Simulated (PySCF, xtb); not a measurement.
CCl₃, SMILES Cl[C+](Cl)Cl, charge +1.

GFN2-xTB (xtb) at its own geometry gives an orbital gap of 2.68 eV.

Geometry: r2SCAN-D4/def2-SVP.

Q: What does PySCF with B3LYP/def2-TZVPD give? (An estimate is asked for; the answer gives what the named calculation found.)

A: gap 4.96 eV (levels -15.17 and -10.20 eV).
